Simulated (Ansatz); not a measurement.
Reaction (redistribution): `O[SiH](O)[SiH](Cl)Cl` + `O[SiH](F)CCl` → `O[SiH](O)C[SiH](O)F` + `Cl[SiH](Cl)Cl`

Program: Ansatz. Geometries: PBE0-D4/def2-TZVP. ΔE: electronic, gas phase. CCSD(T)/CBS is the MP2 limit (def2-TZVPP, def2-QZVPP) plus CCSD(T) − MP2 in def2-TZVPP, frozen cores. This one scheme is used for every species. Each species was taken in one conformer, which may not be the lowest.

```json
{"species": "`O[SiH](O)[SiH](Cl)Cl`", "CCSD(T)/CBS(def2) energy (Eh)": "-1650.67565"}
{"species": "`O[SiH](F)CCl`", "CCSD(T)/CBS(def2) energy (Eh)": "-964.41263"}
{"species": "`O[SiH](O)C[SiH](O)F`", "CCSD(T)/CBS(def2) energy (Eh)": "-946.00484"}
{"species": "`Cl[SiH](Cl)Cl`", "CCSD(T)/CBS(def2) energy (Eh)": "-1669.16736"}
```

**Question.** Work out ΔE.

**Answer.** ΔE = (-946.00484) + (-1669.16736) − (-1650.67565) − (-964.41263) = -0.08392 Eh = -52.7 kcal/mol.

Largest T1 diagnostic among the species: 0.012.

From PBE to PBE0 (25 % exact exchange), in def2-TZVPP and without D4, ΔE moves by −2.5 kcal/mol. In def2-TZVPP, CCSD(T) changes the Hartree–Fock value by −1.4 kcal/mol (the triples alone add −0.1 kcal/mol) and MP2 by −4.5 kcal/mol.
